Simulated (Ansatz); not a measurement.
Species: C$_{4}$H$_{2}$, charge 0, singlet. C4H2 (SMILES C#CC#C).
B3LYP-D3(BJ)/def2-TZVP minimum from Ansatz (a first-principles code):
```xyz
6

C      0.0000     0.0000    -1.8866
C      0.0000     0.0000    -0.6818
C      0.0000     0.0000     0.6818
C      0.0000     0.0000     1.8866
H      0.0000     0.0000    -2.9488
H      0.0000     0.0000     2.9488
```

Total energies in cc-pVDZ, 18 correlated electrons, 4 frozen orbitals. UHF or UKS for unpaired electrons; spin-orbit terms are left out. Correlated methods leave the cores frozen. No relativity. The restricted determinant of C4H2 (C#CC#C, singlet) is unstable towards broken spin symmetry in at least one set run.

| method | program | energy (Eh) | minus CCSDT(Q) (mEh) |
|---|---|---|---|
| HF | Ansatz | -152.50855 | 541.81 |
| MP2 | Ansatz | -153.00460 | 45.77 |
| CCSD | Ansatz | -153.02278 | 27.58 |
| CCSD(T) | Ansatz | -153.04748 | 2.89 |
| UCCSD(T) | Ansatz | -153.04600 | 4.36 |
| CCSDT(Q) | Ansatz | -153.05037 | 0.00 |

Rough core times of Ansatz's runs on a shared machine: CCSD(T) under 20 s, UCCSD(T) 30 s, CCSDT(Q) 3 min.
